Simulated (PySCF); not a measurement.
CH₃F, charge +1, doublet, geometry from GFN2-xTB (a state made from the parent by changing its charge; the spin is typed, not shown lowest); M06/6-31G run with PySCF.

Input for PySCF:
```python
from pyscf import gto, scf, dft

mol = gto.M(
    atom='''
C    -0.57309101    0.08399228    0.11214081
F     0.70399105   -0.11149350   -0.09491786
H    -0.84497230   -0.07079984    1.16789950
H    -0.87922493    1.08154650   -0.33862623
H    -1.17317612   -0.51125881   -0.64785744
''',
    basis='6-31g',
    charge=1,
    spin=1,
    verbose=5,
)

mf = dft.UKS(mol)
mf.xc = 'm06'
mf.grids.level = 7
mf.kernel()
```

Predict the main parts of the log of this PySCF run.


```
PySCF version 2.14.0

[INPUT] verbose = 5
[INPUT] max_memory = 4000
[INPUT] num. atoms = 5
[INPUT] num. electrons = 17
[INPUT] charge = 1
[INPUT] spin (= nelec alpha-beta = 2S) = 1
[INPUT] symmetry False subgroup None
[INPUT] Mole.unit = angstrom
[INPUT] Symbol           X                Y                Z      unit          X                Y                Z       unit  Magmom
[...]
[INPUT] ---------------- BASIS SET ----------------
[INPUT] l, kappa, [nprim/nctr], expnt,             c_1 c_2 ...
[INPUT] H
[...]
                                2.8253937         0.23472695
                                0.6401217         0.81375733
[...]
[INPUT] C
[...]
                                457.36951         0.0140373
                                103.94869         0.0688426
                                29.210155         0.2321844
                                9.286663          0.4679413
                                3.163927          0.362312
[...]
                                1.8812885         -0.1608542
                                0.5442493         1.1434564
[...]
                                1.8812885         0.316424
                                0.5442493         0.7443083
[...]
[INPUT] F
[...]
                                1051.36609        0.0139160796
                                239.28569         0.0684053245
                                67.3974453        0.23318576
                                21.5199573        0.471267439
                                7.4031013         0.356618546
[...]
                                4.80830834        -0.146451658
                                1.34406986        1.12868858
[...]
                                4.80830834        0.345912103
                                1.34406986        0.722469957
[...]
nuclear repulsion = 38.3397613205385
number of shells = 16
number of NR pGTOs = 56
number of NR cGTOs = 24
basis = 6-31g
ecp = {}

******** <class 'pyscf.dft.uks.UKS'> ********
method = UKS
initial guess = minao
damping factor = 0
level_shift factor = 0
DIIS = <class 'pyscf.scf.diis.CDIIS'>
diis_start_cycle = 1
diis_space = 8
diis_damp = 0
SCF conv_tol = 1e-09
SCF conv_tol_grad = None
SCF max_cycles = 50
direct_scf = True
direct_scf_tol = 1e-13
number electrons alpha = 9  beta = 8
XC library pyscf.dft.libxc version 7.1.2
    S. Lehtola, C. Steigemann, M. J. T. Oliveira, and M. A. L. Marques,  SoftwareX 7, 1–5 (2018)
XC functionals = m06
    Y. Zhao and D. G. Truhlar,  Theor. Chem. Acc. 120, 215 (2008)
    Y. Zhao and D. G. Truhlar,  Theor. Chem. Acc. 120, 215 (2008)
radial grids:
    Treutler-Ahlrichs [JCP 102, 346 (1995); DOI:10.1063/1.469408] (M4) radial grids

becke partition: Becke, JCP 88, 2547 (1988); DOI:10.1063/1.454033
pruning grids: <function nwchem_prune>
grids dens level: 7
symmetrized grids: False
atomic radii adjust function: <function treutler_atomic_radii_adjust>
small_rho_cutoff = 0
Set gradient conv threshold to 3.16228e-05
atom C rad-grids = 135, ang-grids = [  50   50   50   50   50   50   50   50   50   50   50   50   50   50
   50   50   50   50   50   50   50   50   50   50   50   50   50   50
   50   50   50   50   50   50   50   50   50   50   50   50   50   86
   86   86   86   86   86   86   86   86   86   86   86   86   86   86
   86   86  974  974  974  974  974  974  974  974  974  974  974 1202
 1202 1202 1202 1202 1202 1202 1202 1202 1202 1202 1202 1202 1202 1202
 1202 1202 1202 1202 1202 1202 1202 1202 1202 1202 1202 1202 1202 1202
 1202 1202 1202 1202 1202 1202  974  974  974  974  974  974  974  974
  974  974  974  974  974  974  974  974  974  974  974  974  974  974
  974  974  974  974  974  974  974  974  974]
atom F rad-grids = 135, ang-grids = [  50   50   50   50   50   50   50   50   50   50   50   50   50   50
   50   50   50   50   50   50   50   50   50   50   50   50   50   50
   50   50   50   50   50   50   50   50   50   50   50   86   86   86
   86   86   86   86   86   86   86   86   86   86   86   86   86  974
  974  974  974  974  974  974  974  974  974  974 1202 1202 1202 1202
 1202 1202 1202 1202 1202 1202 1202 1202 1202 1202 1202 1202 1202 1202
 1202 1202 1202 1202 1202 1202 1202 1202 1202 1202 1202 1202 1202 1202
 1202 1202  974  974  974  974  974  974  974  974  974  974  974  974
  974  974  974  974  974  974  974  974  974  974  974  974  974  974
  974  974  974  974  974  974  974  974  974]
atom H rad-grids = 90, ang-grids = [ 50  50  50  50  50  50  50  50  50  50  50  50  50  50  50  50  50  50
  50  50  50  50  50  50  50  50  50  86  86  86  86  86  86  86 770 770
 770 770 770 770 770 770 974 974 974 974 974 974 974 974 974 974 974 974
 974 974 974 974 974 974 974 974 974 974 974 974 974 770 770 770 770 770
 770 770 770 770 770 770 770 770 770 770 770 770 770 770 770 770 770 770]
tot_boxes 1728, boxes in each direction [10 10 10]
Padding 4 grids
tot grids = 326008
nelec by numeric integration = [8.98751341 8.98751341]
E1 = -266.7680215626715  E2 = 88.7245528578507  Ecoul = 105.49924903844114  Exc = -16.774696180590436
init E= -139.703707384282
cond(S) = 193.8073645417539

  alpha mo_energy =
[-24.9828355  -10.35205676  -1.40954659  -0.82167487  -0.59852351
  -0.58716811  -0.5759846   -0.40102111  -0.3510855    0.07315397
   0.10394726   0.11838899   0.1483196    0.5210254    0.52309755
   0.56943457   0.81372502   0.82498472   0.85764122   0.94805171
   1.1871232    1.19636087   1.27690048   2.07790957]
  beta  mo_energy =
[-24.9828355  -10.35205676  -1.40954659  -0.82167487  -0.59852351
  -0.58716811  -0.5759846   -0.40102111  -0.3510855    0.07315397
   0.10394726   0.11838899   0.1483196    0.5210254    0.52309755
   0.56943457   0.81372502   0.82498472   0.85764122   0.94805171
   1.1871232    1.19636087   1.27690048   2.07790957]
multiplicity <S^2> = 0.75  2S+1 = 2
nelec by numeric integration = [9. 8.]
E1 = -261.739414943356  E2 = 84.2883389276765  Ecoul = 100.85149164996244  Exc = -16.563152722285928
[...]
nelec by numeric integration = [9. 8.]
E1 = -261.49577373348933  E2 = 83.98407632646652  Ecoul = 100.51380137138975  Exc = -16.529725044923218
cycle= 5 E= -139.171936086484  delta_E= -0.000289  |g|= 0.00612  |ddm|= 0.0207
  alpha mo_energy =
[-25.21040734 -10.68865907  -1.67163028  -1.07967676  -0.90223629
  -0.89703279  -0.87458201  -0.72231442  -0.72177404  -0.18536955
  -0.1707943   -0.15761228  -0.10828879   0.23257805   0.24429672
   0.29763465   0.47335604   0.4873394    0.5372573    0.66096079
   0.93024115   0.97544317   1.02589876   1.77367846]
  beta  mo_energy =
[-25.2000013  -10.68519977  -1.63503567  -1.04877111  -0.87790689
  -0.85933359  -0.8223001   -0.70177887  -0.57184537  -0.17762061
  -0.14408469  -0.13929506  -0.1047237    0.23674056   0.25881067
   0.29705056   0.51440208   0.52851049   0.55235948   0.66448511
   0.96229123   0.98288824   1.03290824   1.78628078]
multiplicity <S^2> = 0.75219074  2S+1 = 2.0021895
nelec by numeric integration = [9. 8.]
E1 = -261.49029845847105  E2 = 83.9785771549611  Ecoul = 100.50848665265866  Exc = -16.52990949769756
cycle= 6 E= -139.171959982971  delta_E= -2.39e-05  |g|= 0.00269  |ddm|= 0.00757
  alpha mo_energy =
[-25.21200406 -10.68854787  -1.67308918  -1.07968689  -0.90287636
  -0.89811525  -0.87539311  -0.72238066  -0.72234301  -0.18533816
  -0.17035249  -0.15745644  -0.10836986   0.23251928   0.24439053
   0.29754173   0.47413244   0.48805386   0.53699489   0.6610527
   0.92899454   0.97433672   1.02498095   1.77267554]
  beta  mo_energy =
[-25.20138067 -10.68518661  -1.63570409  -1.04899842  -0.87834794
  -0.85994235  -0.82244238  -0.70227346  -0.57186941  -0.17764047
  -0.14403352  -0.13917716  -0.10480265   0.23651342   0.25873432
   0.29696131   0.5143845    0.5288314    0.55266598   0.66459117
   0.96147488   0.98194707   1.03208621   1.78538668]
multiplicity <S^2> = 0.75223601  2S+1 = 2.0022348
nelec by numeric integration = [9. 8.]
E1 = -261.497005835714  E2 = 83.98528087896308  Ecoul = 100.51611973732422  Exc = -16.530838858361136
cycle= 7 E= -139.171963636212  delta_E= -3.65e-06  |g|= 0.000346  |ddm|= 0.00317
  alpha mo_energy =
[-25.21220304 -10.68847025  -1.67324517  -1.07968113  -0.90295181
  -0.89823908  -0.87545311  -0.72238218  -0.72236797  -0.18531898
  -0.17030595  -0.15744194  -0.10830735   0.23254448   0.24442599
   0.29756898   0.47418174   0.48809647   0.53708084   0.66107774
   0.92885172   0.97419527   1.02487919   1.7725752 ]
  beta  mo_energy =
[-25.20156212 -10.68512452  -1.63577417  -1.04902779  -0.87841218
  -0.85997691  -0.82247914  -0.70230012  -0.57188089  -0.17762356
  -0.1440255   -0.13917009  -0.10474236   0.23651244   0.25874442
   0.2969851    0.51449729   0.52882299   0.55268633   0.6646161
   0.96136958   0.98181942   1.03198291   1.78529512]
multiplicity <S^2> = 0.75223344  2S+1 = 2.0022322
nelec by numeric integration = [9. 8.]
E1 = -261.49768378813667  E2 = 83.98595876505875  Ecoul = 100.51690245355464  Exc = -16.53094368849588
cycle= 8 E= -139.171963702539  delta_E= -6.63e-08  |g|= 3.3e-05  |ddm|= 0.000443
  alpha mo_energy =
[-25.21221618 -10.68845435  -1.67325247  -1.07967339  -0.90295009
  -0.89824359  -0.87545565  -0.72237493  -0.72236963  -0.18531563
  -0.17030028  -0.15743923  -0.10830977   0.23255129   0.24443156
   0.29757294   0.47418278   0.48809401   0.53706974   0.6610814
   0.92884403   0.97419102   1.0248763    1.77257031]
  beta  mo_energy =
[-25.2015733  -10.68510952  -1.63577255  -1.04902307  -0.87841035
  -0.85997635  -0.82247231  -0.70229985  -0.5718774   -0.17761963
  -0.1440228   -0.13916867  -0.10474311   0.23651795   0.25874879
   0.29698832   0.51449596   0.52881842   0.5526831    0.66462012
   0.96136779   0.98181571   1.03197896   1.78529111]
multiplicity <S^2> = 0.75223198  2S+1 = 2.0022307
nelec by numeric integration = [9. 8.]
E1 = -261.4976429503049  E2 = 83.9859179261289  Ecoul = 100.51686071918411  Exc = -16.530942793055203
cycle= 9 E= -139.171963703637  delta_E= -1.1e-09  |g|= 4.73e-06  |ddm|= 6.46e-05
  alpha mo_energy =
[-25.21221866 -10.68845447  -1.67325523  -1.07967373  -0.90295141
  -0.89824581  -0.87545691  -0.72237549  -0.72237041  -0.1853158
  -0.17030036  -0.15743969  -0.10830885   0.23255057   0.24443155
   0.29757287   0.47418222   0.48809358   0.53707148   0.66108167
   0.92884154   0.97418886   1.02487433   1.77256807]
  beta  mo_energy =
[-25.2015756  -10.68510958  -1.63577454  -1.04902334  -0.87841175
  -0.85997712  -0.8224728   -0.70230027  -0.57187817  -0.17761961
  -0.144023    -0.13916899  -0.10474217   0.23651762   0.25874894
   0.2969882    0.51449847   0.52881783   0.55268323   0.66462039
   0.96136587   0.98181351   1.03197706   1.7852889 ]
multiplicity <S^2> = 0.75223183  2S+1 = 2.0022306
nelec by numeric integration = [9. 8.]
E1 = -261.4976633178434  E2 = 83.98593829365166  Ecoul = 100.51688313079157  Exc = -16.530944837139906
cycle= 10 E= -139.171963703653  delta_E= -1.57e-11  |g|= 9.25e-07  |ddm|= 7.51e-06
  alpha mo_energy =
[-25.21221757 -10.68845493  -1.67325452  -1.07967385  -0.90295112
  -0.89824536  -0.87545669  -0.72237555  -0.72237039  -0.18531594
  -0.17030062  -0.1574398   -0.10830914   0.23255045   0.24443133
   0.29757269   0.47418191   0.48809319   0.53707098   0.66108146
   0.92884206   0.97418941   1.02487474   1.77256849]
  beta  mo_energy =
[-25.20157451 -10.68511003  -1.63577399  -1.04902337  -0.87841153
  -0.85997696  -0.82247257  -0.70230016  -0.57187811  -0.17761973
  -0.14402306  -0.13916913  -0.10474241   0.23651761   0.25874877
   0.29698802   0.51449808   0.52881771   0.55268306   0.66462018
   0.96136641   0.98181406   1.03197754   1.78528938]
multiplicity <S^2> = 0.75223182  2S+1 = 2.0022306
nelec by numeric integration = [9. 8.]
E1 = -261.49765408425117  E2 = 83.98592906006023  Ecoul = 100.51687279568371  Exc = -16.530943735623485
Extra cycle  E= -139.171963703652  delta_E= 7.96e-13  |g|= 1.76e-06  |ddm|= 1.76e-06
converged SCF energy = -139.171963703652  <S^2> = 0.75223182  2S+1 = 2.0022306
```
